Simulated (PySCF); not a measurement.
Vertical excitations of a molecule CH₅FOSi from TDA-LC-ωPBE/def2-SVPD (PySCF), as energy in eV (oscillator strength): 8.60 (0.036), 9.17 (0.008), 9.18 (0.017), 9.48 (0.128), 10.02 (0.098), 10.38 (0.182), 10.54 (0.033), 10.83 (0.048), 10.89 (0.061), 10.97 (0.070). Lowest triplet (TDA): 8.13 eV. The structure is a stationary point at B3LYP-D3(BJ)/def2-SVP. Other conformers were not sampled.

Problem. Pick the molecule that these values belong to.
(A) OC[SiH2]F
(B) C[SiH](O)F
(C) O[SiH2]CF
(D) CO[SiH2]F

Solution. B, C[SiH](O)F
